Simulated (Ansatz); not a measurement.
Consider the formal exchange of groups at a Ga–B bond: `O[B](Cl)[GaH2]` + `CSS` → `C[S][GaH2]` + `OB(S)Cl`.

Program: Ansatz. Geometries: PBE0-D4/def2-TZVP. ΔE: electronic, gas phase. CCSD(T)/CBS is the MP2 limit (def2-TZVPP, def2-QZVPP) plus CCSD(T) − MP2 in def2-TZVPP, frozen cores. Functionals use def2-TZVPP. B3LYP here is the variant with VWN-RPA as its local correlation; programs differ in this. HSE06 is defined as in plane-wave codes. For Ga outer-core shells are correlated without core-valence functions, which leaves a few kJ/mol of doubt a bond. Scalar relativity is left out up to krypton. Each species was taken in one conformer, which may not be the lowest.

| level | ΔE (kJ/mol) | difference from CCSD(T)/CBS |
| --- | --- | --- |
| LDA (SPW92) | -200.2 | 1.5 |
| PBE-D4 | -191.3 | 10.4 |
| BLYP-D4 | -189.6 | 12.1 |
| r2SCAN-D4 | -205.7 | -4.0 |
| B97M-V | -209.2 | -7.5 |
| PBE0-D4 | -198.4 | 3.3 |
| B3LYP-D4 | -195.9 | 5.8 |
| r2SCANh-D4 | -206.7 | -5.0 |
| r2SCAN0-D4 | -208.0 | -6.3 |
| HSE06-D4 | -198.4 | 3.3 |
| BHLYP-D4 | -203.8 | -2.1 |
| CAM-B3LYP-D4 | -199.4 | 2.3 |
| ωB97X-V | -198.8 | 2.9 |
| ωB97M-V | -199.2 | 2.5 |
| B2PLYP | -202.3 | -0.6 |
| PBE-QIDH | -208.5 | -6.8 |
| PBE | -190.4 | 11.3 |
| revPBE | -186.4 | 15.3 |
| BLYP | -187.5 | 14.2 |
| r2SCAN | -205.5 | -3.8 |
| B3LYP | -194.5 | 7.2 |
| r2SCANh | -206.5 | -4.8 |
| r2SCAN0 | -207.8 | -6.1 |
| HSE06 | -197.7 | 4.0 |
| BHLYP | -202.8 | -1.1 |
| CAM-B3LYP | -198.7 | 3.0 |
| HF/def2-SVP | -231.9 | -30.2 |
| MP2/def2-SVP | -245.8 | -44.1 |
| CCSD/def2-SVP | -234.5 | -32.8 |
| HF/def2-TZVPP | -208.6 | -6.9 |
| MP2/def2-TZVPP | -214.3 | -12.6 |
| SCS-MP2/def2-TZVPP | -208.3 | -6.6 |
| CCSD/def2-TZVPP | -205.6 | -3.9 |
| CCSD(T)/def2-TZVPP | -206.1 | -4.4 |
| HF/def2-QZVPP | -206.9 | -5.2 |
| MP2/def2-QZVPP | -211.2 | -9.5 |
| SCS-MP2/def2-QZVPP | -205.8 | -4.1 |
| HF/CBS(def2) | -206.7 | -5.0 |
| MP2/CBS(def2) | -210.0 | -8.3 |
| CCSD/CBS(def2) | -201.2 | 0.5 |
| CCSD(T)/CBS | -201.7 | 0 |

Largest T1 diagnostic among the species: 0.014.

At CCSD(T), def2-SVP lies −33.9 kJ/mol from the extrapolated value and def2-TZVPP −4.4 kJ/mol. From PBE to PBE0 (25 % exact exchange), in def2-TZVPP and without D4, ΔE moves by −7.3 kJ/mol.
